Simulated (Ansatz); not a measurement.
Relaxation of C2H9AlFNSi (15 atoms, charge 0, multiplicity 1), to a largest force component of 0.02 eV/Å in at most 40 steps.

Method: Ansatz 0.2.0, RKS BLYP/STO-3G.

```xyz
15
Properties=species:S:1:pos:R:3
C 0.981 -2.365 0.297
Al 1.461 -0.409 0.397
Si -0.201 1.270 0.084
C -0.849 1.098 -1.603
N -1.442 1.086 1.322
F 0.549 2.804 0.235
H 0.533 -2.522 -0.715
H 1.860 -2.946 0.442
H 0.173 -2.518 1.103
H 2.986 -0.007 0.710
H -1.399 0.085 -1.670
H -0.114 1.207 -2.353
H -1.745 1.896 -1.762
H -1.844 0.133 1.271
H -0.972 1.137 2.273
```

Q: Where does it end, and by what steps?

A: The forces met the threshold. The force dipped under the threshold on the way, but the program's further checks kept it going. Limits of this set-up: minimal basis. After 31 steps the energy has fallen by 1.014 eV; H14 moved furthest, 0.89 Å.

```csv
step,energy less start (eV),largest force component (eV/Å),accepted
0,0.0000,6.160,yes
2,-0.9796,0.637,yes
4,-1.0039,0.113,yes
6,-1.0066,0.131,yes
8,-1.0086,0.100,yes
10,-1.0095,0.049,yes
12,-1.0100,0.053,yes
14,-1.0103,0.027,yes
16,-1.0070,0.306,no
18,-1.0106,0.003,yes
20,-1.0094,0.227,no
22,-1.0114,0.067,yes
24,-1.0096,0.160,no
26,-1.0124,0.075,yes
28,-1.0130,0.024,yes
30,-1.0134,0.048,yes
31,-1.0137,0.006,yes
```

```xyz
15
Properties=species:S:1:pos:R:3
C 1.086 -2.318 0.309
Al 1.546 -0.451 0.514
Si -0.047 1.227 0.117
C -0.940 1.066 -1.573
N -1.401 1.334 1.350
F 0.624 2.751 0.151
H 0.175 -2.496 -0.292
H 1.905 -2.896 -0.161
H 0.908 -2.789 1.298
H 2.945 -0.116 0.999
H -1.409 0.071 -1.692
H -0.244 1.203 -2.423
H -1.738 1.825 -1.678
H -2.255 0.846 0.932
H -1.177 0.692 2.177
```

Whether the end is a true minimum wasn't checked by a vibrational analysis.

The run took 2.9 min on 1 thread of Intel(R) Xeon(R) Platinum 8175M CPU @ 2.50GHz (Skylake/Cascade Lake), on a shared host, peak memory 0.2 GiB.
